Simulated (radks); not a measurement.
All-electron atom: F in [He] 2s2 2p5. All-electron calculation, Dirac Kohn-Sham, PBE, spin-unpolarised, spherical densities, point nucleus; open shells are shared between the two j in proportion to 2j + 1. Program: a radial shooting solver on a logarithmic mesh with Libxc functionals.

Unscreened Slater integrals over Kohn-Sham orbitals (cm^-1). Large and small components are both included.

| integral | value |
|---|---|
| F0(2p3/2,2p3/2) | 186680 |
| F2(2p3/2,2p3/2) | 81794 |
| F0(2p3/2,2p1/2) | 186900 |
| G2(2p3/2,2p1/2) | 81862 |
| F0(2p3/2,2s1/2) | 192370 |
| G1(2p3/2,2s1/2) | 115590 |
| F0(2p3/2,1s1/2) | 275280 |
| G1(2p3/2,1s1/2) | 28586 |
| F0(2p1/2,2p1/2) | 187120 |
| F0(2p1/2,2s1/2) | 192590 |
| G1(2p1/2,2s1/2) | 115700 |
| F0(2p1/2,1s1/2) | 275940 |
| G1(2p1/2,1s1/2) | 28716 |
| F0(2s1/2,2s1/2) | 199610 |
| F0(2s1/2,1s1/2) | 285360 |
| G0(2s1/2,1s1/2) | 20477 |
| F0(1s1/2,1s1/2) | 1173100 |
